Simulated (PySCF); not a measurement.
A structure optimised at PBE0-D3(BJ)/def2-SVP, used in a PySCF frequency run:

```
C
C 1 1.3363
H 2 1.0964 1 122.23
H 2 1.0970 3 115.76 1 -179.95
H 1 1.0972 2 118.95 3 179.93
Sn 1 2.1357 5 119.62 2 179.68
O 6 1.9955 1 110.37 5 79.38
H 7 0.9634 6 112.36 1 -50.27
H 6 1.7086 7 102.73 8 -167.28
H 6 1.7185 9 113.81 7 116.58
```
Charge 0, spin multiplicity 1.

Q: Write its SMILES and formula.

A: C=[CH][SnH2][OH], C2H6OSn

Q: What are its rotational constants (standard atomic weights)?

A: 8.2094, 2.4584, 2.1199 GHz
